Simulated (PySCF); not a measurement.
These 3 structures share the formula C10H12. Computed with PBE0-D3(BJ)/def2-SVP geometry optimisation, gas phase in PySCF. One conformer each; no zero-point energy, no entropy. No frequencies were run at this level. Point groups hold within 0.08 Å.

**Question.** Order them by energy at this level, lowest first, and give relative energies in kJ/mol.
A. `[CH3:1][C:2]([CH3:3])=[CH:4][c:5]1[cH:6][cH:7][cH:8][cH:9][cH:10]1` with C2–C4–C5–C6 -143° ((2-methylpropenyl)benzene)
B. `C#C[C@@H]1C[C@H]2C=C[C@@H]1CC2`
C. `[CH3:1][CH2:2][c:3]1[cH:4][cH:5][c:6]2[c:7]([cH:8]1)[C@H:9]2[CH3:10]` with C1–C2–C3–C4 -91°

**Answer.** A (0.0), C (186.2), B (193.4).

As drawn, the lowest has an aromatic ring, which the highest lacks; the highest has a C≡C bond, which the lowest lacks. Neighbours under 10 kJ/mol apart (CCc1ccc2c(c1)[C@H]2C and C#C[C@@H]1C[C@H]2C=C[C@@H]1CC2) can change places with a better method, another conformer or zero-point energy.

| SMILES | E (Eh) | E rel (kJ/mol) | dipole (D) | point group | A, B, C (MHz) |
| --- | --- | --- | --- | --- | --- |
| CC(C)=Cc1ccccc1 | -387.55384 | 0.0 | 0.73 | C1 | 3377, 746.0, 641.4 |
| CCc1ccc2c(c1)[C@H]2C | -387.48290 | 186.2 | 0.27 | C1 | 3446, 765.8, 679.4 |
| C#C[C@@H]1C[C@H]2C=C[C@@H]1CC2 | -387.48018 | 193.4 | 0.62 | C1 | 2483, 1146, 1139 |
